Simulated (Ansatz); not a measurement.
`Cl[SiH]1BC1`. The species carries charge 0 and has multiplicity 1. The geometry is a stationary point of PBE0-D4/def2-TZVP.

```xyz
8

Cl   -0.132    0.800    2.625
Si    0.027   -0.400    0.971
B     1.083    0.027   -0.530
C    -0.331    0.142   -0.959
H    -0.905   -1.529    1.162
H     2.039    0.677   -0.791
H    -0.707    0.942   -1.593
H    -1.075   -0.659   -0.885
```

Problem. What is the dipole moment at r2SCAN/def2-TZVPP? (Best estimate.)

Solution. The calculation gave: 1.35 D, with components (-0.98, -0.63, -0.69) D in this frame, pointing from negative to positive charge.

Problem. And with PBE, B3LYP, ωB97M-V? (An estimate is asked.)

Solution. Ansatz gave: PBE 1.33 D, B3LYP 1.29 D, ωB97M-V 1.27 D.

Problem. Give the Mulliken charges with r2SCAN, ωB97M-V, PBE in def2-TZVPP. (An estimate is asked.)

Solution. Computed: 
```json
{"atom": "Cl1", "r2SCAN": "-0.22", "ωB97M-V": "-0.19", "PBE": "-0.19"}
{"atom": "Si2", "r2SCAN": "0.32", "ωB97M-V": "0.20", "PBE": "0.21"}
{"atom": "B3", "r2SCAN": "-0.05", "ωB97M-V": "-0.07", "PBE": "-0.02"}
{"atom": "C4", "r2SCAN": "-0.26", "ωB97M-V": "-0.32", "PBE": "-0.24"}
{"atom": "H5", "r2SCAN": "-0.05", "ωB97M-V": "0.00", "PBE": "-0.03"}
{"atom": "H6", "r2SCAN": "0.03", "ωB97M-V": "0.10", "PBE": "0.03"}
{"atom": "H7", "r2SCAN": "0.09", "ωB97M-V": "0.12", "PBE": "0.11"}
{"atom": "H8", "r2SCAN": "0.15", "ωB97M-V": "0.16", "PBE": "0.14"}
```

B3LYP here is the variant with VWN-RPA as its local correlation; programs differ in this.
